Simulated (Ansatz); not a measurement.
`CC(C)[NH][Ge]([Cl])([Cl])[Cl]` + H–F → `[F][Ge]([Cl])([Cl])[Cl]` + `CC(C)N` at 400 K and 1 bar (ligand exchange at a Ge–N bond).

Computed with Ansatz on PBE0-D4/def2-TZVP structures; ΔE is electronic, products minus reactants. CBS: MP2 limit from def2 TZ/QZ plus the TZ coupled-cluster correction, frozen cores. This one scheme is used for every species. For Ge outer-core shells are correlated without core-valence functions, which leaves a few kJ/mol of doubt a bond. Scalar relativity is left out up to krypton. Each species was taken in one conformer, which may not be the lowest.

| species | CCSD(T)/CBS energy (Eh) | H − E (kJ/mol) | S (J/(mol·K)) |
| --- | --- | --- | --- |
| `CC(C)[NH][Ge]([Cl])([Cl])[Cl]` | -3629.28084 | 354.7 | 521.1 |
| H–F | -100.39570 | 36.5 | 182.2 |
| `[F][Ge]([Cl])([Cl])[Cl]` | -3555.40119 | 47.7 | 377.2 |
| `CC(C)N` | -174.28253 | 345.1 | 329.2 |

H − E and S are ideal-gas, rigid-rotor, harmonic terms from PBE0-D4/def2-TZVP, for one conformer and one mirror image of each species. 1 Eh = 2625.50 kJ/mol, R = 8.31446 J/(mol·K).

By hand: ΔE, ΔH, ΔS and ΔG.

ΔE = (-3555.40119) + (-174.28253) − (-3629.28084) − (-100.39570) = -0.00718 Eh = -18.9 kJ/mol. Δ(H − E) = 47.7 + 345.1 − 354.7 − 36.5 = 1.6, so ΔH = -17.3 kJ/mol. ΔS = 377.2 + 329.2 − 521.1 − 182.2 = 3.1 J/(mol·K). ΔG = -17.3 − 400 × (3.1)/1000 = -18.5 kJ/mol.

By hand: the equilibrium constant, and the temperature at which ΔG would vanish if ΔH and ΔS stayed fixed.

log₁₀ K = −ΔG/(RT ln 10) = 2.4. ΔH and −TΔS have one sign here, so there is no such temperature. One of them is within its doubt of zero, so this could turn.

The number of gas molecules stays the same, so ΔS is small and ΔH decides. A doubt of 5 kJ/mol in ΔE shifts log₁₀ K by 0.7 here. Other conformers and mirror images would add mixing entropy, several J/(mol·K) or more a flexible species. Modes under 60 cm⁻¹, often nearly free rotors, make the harmonic entropy too high. These are equilibria of isolated gas molecules and say nothing of rates. Largest T1 diagnostic: 0.010 (customary marks: 0.02 for closed shells, 0.045 for open ones).
